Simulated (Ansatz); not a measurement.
`[OH][In]([OH])[SH]`, 7 atoms. The species carries charge 0 and has multiplicity 1. Correlated methods include outer-core shells of In, which these sets cover unevenly. In takes the def2 core potential. All runs use 4 threads of an Arm Neoverse V2 on a shared host. Correlated methods freeze the cores.

(1) How many basis functions does each run have, and how long does it take in Ansatz? RKS PBE0-D4/def2-SVP energy; RKS PBE-D4/def2-TZVPP energy and forces; RKS PBE0-D4/def2-QZVPP energy; RHF-CCSD(T)/def2-SVP energy; RHF-MP2/def2-QZVPP energy; RKS r2SCANh-D4/def2-TZVPP energy; direct RPA on PBE orbitals/def2-TZVPP energy; RKS PBE0-D4/def2-TZVP frequencies; RKS SPW92 (LDA)/def2-TZVPP energy; RKS ωB97M-V/def2-SVP energy; RKS r2SCAN-D4/def2-TZVPP energy and forces; RHF-CCSD(T)/def2-TZVPP energy. (Estimate.)

Answers

(1) Computed: Other jobs shared the machine, so times are rough.

```csv
level,job,functions,wall time,peak host memory (GiB)
RKS SPW92 (LDA)/def2-TZVPP,energy,196,0.75 s,0.23
RKS PBE0-D4/def2-SVP,energy,87,0.8 s,0.38
RKS PBE-D4/def2-TZVPP,energy and forces,196,1.4 s,0.23
RHF-CCSD(T)/def2-SVP,energy,87,2.6 s,0.38
RKS r2SCAN-D4/def2-TZVPP,energy and forces,196,2.8 s,0.26
RKS r2SCANh-D4/def2-TZVPP,energy,196,3.2 s,0.44
direct RPA on PBE orbitals/def2-TZVPP,energy,196,3.6 s,0.42
RKS ωB97M-V/def2-SVP,energy,87,3.6 s,0.38
RKS PBE0-D4/def2-QZVPP,energy,356,4.3 s,1
RHF-MP2/def2-QZVPP,energy,356,8.5 s,1.4
RHF-CCSD(T)/def2-TZVPP,energy,196,66 s,2.5
RKS PBE0-D4/def2-TZVP,frequencies,167,67 s,0.4
```
